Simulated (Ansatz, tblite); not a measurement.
Cost and result up the ladder for the cluster Cu5Te4⁻ (9 atoms). Charge -1, multiplicity 1. Geometry: PBE-D4/def2-SVP.

| atom | x (Å) | y (Å) | z (Å) |
| --- | --- | --- | --- |
| Cu1 | -1.580 | -0.708 | -0.294 |
| Cu2 | -0.268 | 1.365 | -1.057 |
| Cu3 | 1.620 | 0.501 | 0.456 |
| Cu4 | -0.578 | 0.840 | 1.457 |
| Cu5 | 0.619 | -1.054 | -1.292 |
| Te6 | 0.746 | 2.878 | 0.717 |
| Te7 | -1.270 | -0.222 | -2.773 |
| Te8 | 1.685 | -2.002 | 0.794 |
| Te9 | -0.975 | -1.598 | 1.992 |

Ansatz on 4 threads of Arm Neoverse V1 on a shared host; xTB runs through tblite on one thread. Times are rough, summed over both states, and most runs start from the orbitals of an earlier one. PBE0-D4/def2-SVP serves as the yardstick here, not as an exact answer. The other state is a doublet.

In the def2 sets Te takes a core potential; there is no spin–orbit coupling. The xTB rows come from tblite. The structure comes from a short search, and lower isomers may exist.

Raw xTB energies of ions are shifted by several eV.

```json
{"level": "GFN1-xTB", "functions": "81", "wall time": "0.041 s", "vertical IE (eV)": "8.44", "difference from PBE0-D4/def2-SVP (eV)": "4.85"}
{"level": "GFN2-xTB", "functions": "81", "wall time": "0.058 s", "vertical IE (eV)": "6.84", "difference from PBE0-D4/def2-SVP (eV)": "3.25"}
{"level": "PBE-D4/def2-SVP", "functions": "259", "wall time": "48 s", "vertical IE (eV)": "3.12", "difference from PBE0-D4/def2-SVP (eV)": "-0.47"}
{"level": "PBE0-D4/def2-SVP (with forces)", "functions": "259", "wall time": "3.7 min", "vertical IE (eV)": "3.59", "difference from PBE0-D4/def2-SVP (eV)": "0.00"}
```
